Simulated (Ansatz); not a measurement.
The lowest singlet and triplet of C3H2 (SMILES [C]=C=C); geometries from B3LYP-D3(BJ)/def2-TZVP, each state relaxed from the structure named, with no frequency check.
Singlet (charge 0, multiplicity 1):
```xyz
5

C      1.474    -0.021    -0.141
C      0.200    -0.003    -0.019
C     -1.114     0.016     0.107
H     -1.688     0.927    -0.041
H     -1.675    -0.879     0.363
```

```
level                                     gap E(singlet) − E(triplet), vertical, at the singlet's geometry (kJ/mol)  cost
----------------------------------------  -------------------------------------------------------------------------  ----
R-PBE/def2-TZVPP                                                                                             -119.7    ×1
R-r2SCAN/def2-TZVPP                                                                                           -90.3    ×1
U-r2SCAN/def2-TZVPP                                                                                           -90.8    ×2
R-PBE0/def2-TZVPP                                                                                            -110.1    ×1
U-BHLYP/def2-TZVPP                                                                                           -113.5    ×1
U-wB97X-V/def2-TZVPP                                                                                         -132.2    ×3
R-wB97M-V/def2-TZVPP                                                                                         -137.0    ×2
U-wB97M-V/def2-TZVPP                                                                                         -137.0    ×2
U-B2PLYP/def2-TZVPP                                                                                          -146.2    ×2
SC-NEVPT2 on SA-CASSCF(6,6)/cc-pVDZ                                                                          -130.9     -
SC-NEVPT2 on SA-CASSCF(6,6)/cc-pVTZ                                                                          -140.8     -
FIC-NEVPT4(SD) on SA-CASSCF(6,6)/cc-pVDZ                                                                     -126.3     -
FIC-NEVPT4(SD) on SA-CASSCF(6,6)/cc-pVTZ                                                                     -137.2     -
FIC-MRCISD+Q on SA-CASSCF(6,6)/cc-pVTZ                                                                       -135.9     -
```

The rows run from -146.2 (U-B2PLYP/def2-TZVPP) to -90.3 kJ/mol (R-r2SCAN/def2-TZVPP). The 5 U-functionals in def2-TZVPP without D3 or D4 span 55.4, from U-B2PLYP to U-r2SCAN.

A positive gap puts the triplet lower; no zero-point energy. R- takes a restricted singlet. U- takes an unrestricted singlet (broken symmetry where lower, unprojected). The triplet is unrestricted in single-reference levels. Active spaces average the two states.

Frozen-core correlation.

Doubts at one or more of the structures used: a restricted determinant that unrestricted orbitals would lower (R-r2SCAN/def2-TZVPP).

Programs: Ansatz (a first-principles code) with Gaussian orbitals. Each number belongs to the level named beside it.

Costs are rough ratios of core time to R-PBE/def2-TZVPP (about 14 s over the structures, on one shared machine); a dash marks a level with no comparable run of its own.
